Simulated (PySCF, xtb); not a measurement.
chloro(fluoromethyl)silane (CH4ClFSi), SMILES FC[SiH2]Cl. One conformer was computed; it need not be the lowest.

Harmonic wavenumbers (cm⁻¹) from GFN2-xTB in xtb at its own minimum, in rising order: 52, 147, 263, 486, 511, 579, 662, 716, 757, 775, 1029, 1205, 1280, 1444, 2280, 2313, 2949, 2963.

Problem. What does PBE-D3(BJ)/def2-SVP in PySCF 2.14.0 give at its own minimum? (The exact figures need the calculation; the answer reports its results.)

Solution. 80, 160, 261, 517, 535, 639, 670, 769, 872, 908, 1050, 1200, 1260, 1397, 2169, 2196, 2932, 2995. Paired by order, the mean absolute difference is 46 cm⁻¹ and the zero-point energies are 29.2 and 29.5 kcal/mol.
